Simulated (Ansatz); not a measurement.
Start from `C[NH][SnH3]` and change one atom or group to get `C[NH][SnH2][NH]C`.

Ansatz, PBE0-D4/def2-TZVP geometries, multiplicity 1. Each molecule was computed in one conformer, which needn't be the lowest.

Elements past krypton have def2 core potentials.

```
                                          property  `C[NH][SnH3]`
             HOMO–LUMO gap (B3LYP/def2-TZVPP) / eV           5.98
                LUMO energy (PBE0/def2-TZVPP) / eV          -0.04
size of the dipole moment (ωB97M-V/def2-TZVPP) / D           0.79
                HOMO energy (PBE0/def2-TZVPP) / eV          -6.50
    size of the dipole moment (PBE/def2-TZVPP) / D           0.75
                 LUMO energy (PBE/def2-TZVPP) / eV          -0.81
```

**Question.** What does the change do to each property? (Best estimate.)

**Answer.** The calculation gave: 
```csv
property,`C[NH][SnH2][NH]C`,shift
HOMO–LUMO gap (B3LYP/def2-TZVPP) / eV,5.88,-0.10
LUMO energy (PBE0/def2-TZVPP) / eV,0.07,0.11
size of the dipole moment (ωB97M-V/def2-TZVPP) / D,0.79,0.00
HOMO energy (PBE0/def2-TZVPP) / eV,-6.28,0.22
size of the dipole moment (PBE/def2-TZVPP) / D,0.51,-0.24
LUMO energy (PBE/def2-TZVPP) / eV,-0.65,0.16
```

With PBE0 the HOMO rises by 0.22 eV and the LUMO rises by 0.11 eV, so the gap narrows by about 0.11 eV. PBE moves the HOMO by 0.21 eV and ωB97M-V by 0.22 eV. Dipoles are sizes alone; their direction can turn.

B3LYP here is the variant with VWN-RPA as its local correlation; programs differ in this.
